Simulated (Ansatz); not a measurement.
Question: Name a neutral molecule of B, N, S, Sb and H with LUMO energy (B3LYP/def2-TZVPP) between -1.95 and -1.65 eV and size of the dipole moment (ωB97M-V/def2-TZVPP) between 2.50 and 2.80 D (Ansatz, PBE0-D4/def2-TZVP geometry).

Answer: `NB1[NH][SbH][S]1` (-1.74 eV, 2.52 D). Other molecules can fit too; these were computed, each in one conformer that needn't be the lowest.

B3LYP here is the variant with VWN-RPA as its local correlation; programs differ in this.
